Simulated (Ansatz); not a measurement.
## Worked example: the barrier

An elementary step of Si$_{2}$H$_{4}$Cl$_{2}$, singlet (Si₂H₄Cl₂ ([SiH3][SiH]([Cl])[Cl]) → SiCl₂ + SiH₄; bonds formed: Si2–H3; bonds broken: Si1–Si2, Si1–H3). “Start” is the structure reached by relaxing down from the saddle towards the reactants; PBE0-D4/def2-TZVP structures. The saddle:

| atom | x (Å) | y (Å) | z (Å) |
| --- | --- | --- | --- |
| Si1 | -0.2828 | 1.2652 | 0.0045 |
| Si2 | 0.4315 | -0.9278 | -0.5142 |
| H3 | -0.2298 | -0.1736 | 0.9103 |
| Cl4 | -2.2989 | 1.5286 | 0.3566 |
| Cl5 | 0.7474 | 2.3455 | 1.4322 |
| H6 | -0.8417 | -1.3637 | -1.1303 |
| H7 | 1.5240 | -0.7329 | -1.5071 |
| H8 | 0.9503 | -1.9413 | 0.4480 |

Program: Ansatz 0.2.0. Basis: def2-TZVPP and def2-QZVPP. Cores are frozen in the correlated methods.

Energies in eV:

| quantity | saddle | start |
| --- | --- | --- |
| Hartree–Fock, triple zeta (X = 3) | -40796.47800 | -40799.21888 |
| Hartree–Fock, quadruple zeta (X = 4) | -40797.66383 | -40800.40380 |
| MP2 correlation, X = 3 | -17.36667 | -16.95491 |
| MP2 correlation, X = 4 | -18.97630 | -18.56085 |
| CCSD(T) correlation, X = 3 | -19.95740 | -19.48993 |

**Question.** Work out the barrier at the basis limit: extrapolate Hartree–Fock as E(X) = E∞ + A exp(−7.88 √X) and the MP2 correlation as E(X) = E∞ + B X^−2.97 (the exponents that Neese and Valeev fitted for def2-TZVPP and QZVPP), then add CCSD(T) − MP2 in triple zeta.

**Answer.** Each step is linear, so take the differences first (saddle − start): Hartree–Fock 2.74088 (X = 3) and 2.73997 (X = 4); MP2 correlation -0.41176 and -0.41545; CCSD(T) correlation -0.46747.
Two points give E∞ = E(4) + w [E(4) − E(3)], with w = 1/(exp(7.88 (2 − √3)) − 1) = 0.1377 for Hartree–Fock and w = 1/((4/3)^2.97 − 1) = 0.7407 for the correlation.
Hartree–Fock: 2.73997 + 0.1377 × (-0.00091) = 2.7398 eV.
MP2 correlation: -0.41545 + 0.7407 × (-0.00369) = -0.4182 eV.
CCSD(T) − MP2: -0.46747 − (-0.41176) = -0.0557 eV.
Sum: 2.7398 + (-0.4182) + (-0.0557) = 2.2659 eV, or 52.25 kcal/mol. Plain CCSD(T) in triple zeta gives 2.2734 eV, so the larger basis shifts the result by -0.0075 eV.

The T1 diagnostic stays at or below 0.013.

Losses and insertions of silylenes and their heavier kin drive the gas-phase chemistry of silicon and germanium vapour deposition.

Labels in which every atom is bracketed show which atoms are joined, not bond orders.

For scale, one of the runs: CCSD(T)/def2-TZVPP, 224 basis functions, launched by `ansatz run in.yaml --threads 4 --pin off --events-out ev --progress --plain --max-ram 9574MiB`. Time: 72 s of wall clock on 4 CPU threads of an Arm Neoverse V1; the host was shared. Peak host memory: 3.1 GiB.
